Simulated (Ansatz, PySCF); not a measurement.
Spin states of CMoO (SMILES [O+]#[C-]->[Mo]), each relaxed with B3LYP-D3(BJ)/def2-TZVP.
State 1 (charge 0, multiplicity 5):
```
atom    x (Å)    y (Å)    z (Å)
----  -------  -------  -------
Mo    -1.0738  -0.8595  -0.9792
O      0.8889   0.7570   0.7860
C      0.1517   0.1500   0.1229
```
State 2 (charge 0, multiplicity 7):
```xyz
3

Mo    -1.139    -1.033    -0.999
O      0.927     0.552     0.898
C      0.179     0.528     0.031
```

```csv
level,energy of the multiplicity-7 state less that of the multiplicity-5 state (kcal/mol),cost
PBE/def2-TZVPP,11.84,×1
PBE-D4/def2-TZVPP,11.77,×1
BLYP/def2-TZVPP,13.91,×1
BLYP-D4/def2-TZVPP,13.78,×1
r2SCAN/def2-TZVPP,3.25,×4
r2SCAN-D3(BJ)/def2-TZVPP,3.23,×4
B97M-V/def2-TZVPP,-0.90,×5
r2SCANh/def2-TZVPP,1.76,×2
B3LYP/def2-TZVPP,9.12,×2
B3LYP-D3(BJ)/def2-TZVPP,9.04,×2
B3LYP-D4/def2-TZVPP,9.01,×2
PBE0/def2-TZVPP,5.48,×0.9
PBE0-D4/def2-TZVPP,5.41,×0.9
BHLYP-D3(BJ)/def2-TZVPP,2.33,×0.8
BHLYP-D4/def2-TZVPP,2.28,×0.8
CAM-B3LYP/def2-TZVPP,7.54,×3
CAM-B3LYP-D3(BJ)/def2-TZVPP,7.48,×3
CAM-B3LYP-D4/def2-TZVPP,7.46,×3
wB97X-V/def2-TZVPP,8.66,×3
B2PLYP-D4/def2-TZVPP,7.61,×0.9
```

The rows run from -0.90 (B97M-V/def2-TZVPP) to 13.91 kcal/mol (BLYP/def2-TZVPP). The dispersion term adds -0.07 in PBE-D4, -0.13 in BLYP-D4, -0.02 in r2SCAN-D3(BJ). The 9 functionals in def2-TZVPP without D3 or D4 span 14.81, from B97M-V to BLYP.

Singlets are restricted, other states unrestricted; no spin–orbit coupling, no relativity up to Kr; see below for the cores. The largest T1 diagnostic is 0.050.

Correlated levels freeze the inner cores; with def2 sets outer-core shells near the valence are correlated too.

Doubts at one or more of the structures used: a spin-contaminated determinant (BHLYP-D3(BJ)/def2-TZVPP, BHLYP-D4/def2-TZVPP, B2PLYP-D4/def2-TZVPP).

Programs: Ansatz (Gaussian basis) for Hartree–Fock, density functionals and correlated methods; PySCF for the dispersion terms.  In def2 rows elements past Kr take small-core potentials, without spin–orbit coupling.

Costs are rough ratios of core time to PBE/def2-TZVPP (about 25 s over the structures, on one shared machine); a dash marks a level with no comparable run of its own.

Ansatz is a program for electronic structure.
